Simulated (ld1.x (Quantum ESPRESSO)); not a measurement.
# Scattering properties, TM potential for zinc (Zn)

ld1.x (Quantum ESPRESSO) 7.5 input, shortened:

```
&input
   title='Zn', zed=30., rel=1, dft='PBE', iswitch=3,
   config='[Ar] 3d10 4s2 4p0'
 /
 &inputp
   pseudotype=2, tm=.true., lloc=0,
   nlcc=.true., new_core_ps=.true., rcore=0.60
 /
3
4P  2  1   0.00   0.00  3.10  3.10  0.0
3D  3  2  10.00   0.00  1.20  1.20  0.0
4S  1  0   2.00   0.00  1.50  1.50  0.0
 &test
   configts(1)='3d10 4s2 4p0'
 /
```

The phase is arctan(r·u′/u) with u = r·R(r), unwrapped; energies in Ry, scanned from -3 to 5 Ry. A pole is an energy at which the radial function vanishes at the test radius. The pseudo phase is shifted by a multiple of π to meet the all-electron one at the reference energy, and phase errors are pseudo minus all-electron; the curves can meet again beyond the range given. Levels narrower than the energy grid can be missing from the lists of poles.

```csv
channel,radius (bohr),reference energy (Ry),"poles, all-electron","poles, pseudo",unbroken range about the reference energy with phases within 0.05 rad,phase error 1 Ry above the reference energy (rad)
s,3.34,-0.44,"0.03, 4.19","0.03, 3.64",below 1.3,-0.004
p,3.34,-0.08,0.80,0.80,below 2.5,-0.001
d,3.34,-0.75,"-0.73, 2.20","-0.73, 2.43",below 0.5,+0.017
```

Phases in the s channel:

| E (Ry) | all-electron | pseudo |
| --- | --- | --- |
| -3.00 | 1.381 | 1.381 |
| -2.76 | 1.371 | 1.371 |
| -2.52 | 1.359 | 1.359 |
| -2.28 | 1.344 | 1.344 |
| -2.04 | 1.325 | 1.325 |
| -1.80 | 1.301 | 1.301 |
| -1.56 | 1.266 | 1.266 |
| -1.32 | 1.214 | 1.213 |
| -1.08 | 1.119 | 1.118 |
| -0.84 | 0.891 | 0.890 |
| -0.60 | -0.009 | -0.010 |
| -0.36 | -1.180 | -1.180 |
| -0.12 | -1.484 | -1.485 |
| 0.12 | -1.608 | -1.609 |
| 0.36 | -1.686 | -1.688 |
| 0.60 | -1.752 | -1.757 |
| 0.84 | -1.824 | -1.833 |
| 1.08 | -1.919 | -1.939 |
| 1.32 | -2.073 | -2.121 |
| 1.56 | -2.384 | -2.532 |
| 1.80 | -3.083 | -3.412 |
| 2.04 | -3.871 | -4.083 |
| 2.28 | -4.242 | -4.356 |
| 2.52 | -4.412 | -4.487 |
| 2.76 | -4.507 | -4.565 |
| 3.00 | -4.568 | -4.618 |
| 3.24 | -4.611 | -4.659 |
| 3.48 | -4.644 | -4.692 |
| 3.72 | -4.670 | -4.723 |
| 3.96 | -4.693 | -4.753 |
| 4.20 | -4.713 | -4.786 |
| 4.44 | -4.732 | -4.827 |
| 4.68 | -4.750 | -4.886 |
| 4.92 | -4.768 | -4.995 |
